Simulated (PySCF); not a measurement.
# Structure from NMR data

An unknown has the formula C7H16Si2. Its calculated NMR data are:

$^{1}$H NMR (500 MHz, computed): δ 4.01 (m, 1H), 3.77 (m, 1H), 3.71 (m, 1H), 3.56 (m, 1H), 1.98 (m, 1H), 1.84 (m, 1H), 1.76 (m, 1H), 1.71 (m, 1H), 1.52 (m, 1H), 1.35 (s, 3H), 1.17 (m, 1H), 0.91 (d, 3H).

$^{13}$C{$^{1}$H} NMR (computed): δ 43.8 (CH2), 42.1 (CH2), 38.7 (CH), 36.4 (C), 25.5 (CH), 21.3 (CH3), 20.7 (CH3).

PySCF 2.14 calculation with shieldings: GIAO PBE0/pcSseg-1 and structure optimised with GFN2-xTB; no relativistic terms, no solvent model, equivalent nuclei averaged, one conformer.

Referencing at the same level of theory: $^{1}$H (31.72 ppm) and $^{13}$C (186.93 ppm) vs TMS.

Question: Propose a structure and justify it.

Answer: 
1. The formula gives 2 degrees of unsaturation (2 rings in the answer).
2. 7 carbon signals for 7 carbons: no two carbons are equivalent.
3. Carbon types of the structure: 1 × C, 2 × CH, 2 × CH2, 2 × CH3, leaving 4 H on heteroatoms.
4. δC 43.8, 42.1: sp3 CH2 in a ring; aliphatic region, no heteroatom directly attached.
5. δC 38.7: sp3 CH in a ring; aliphatic region, no heteroatom directly attached.
6. δC 25.5: sp3 CH bonded to Si.
7. δC 21.3, 20.7: methyl carbon; saturated and bonded to C and H only.
8. δH 4.01, 3.77, 3.71, 3.56: hydrogen on a silicon bonded to C, Si, in a 5-membered ring.
9. δH 1.98, 1.71, 1.52, 1.17: hydrogen on an sp3 CH2 in a ring.
10. δH 1.35, 0.91: hydrogen on a methyl carbon.

Structure: `C[C@@H]1C[C@@H]2C[C@@]1(C)[SiH2][SiH2]2`.

This is the structure that produced the data.

Shifts are as computed. Against solution values, carbons near 30 ppm lie about +3 ppm off and those near 130 ppm about +5 ppm. Of 1309 compounds with measured shifts, 239 miss one by over three times the rms of a fit or turn the order of signals round; such compounds aren't used in these exercises. Multiplicities follow the n + 1 count of equivalent neighbours, as no J values were calculated; m marks all less simple cases, F and P coupling included.
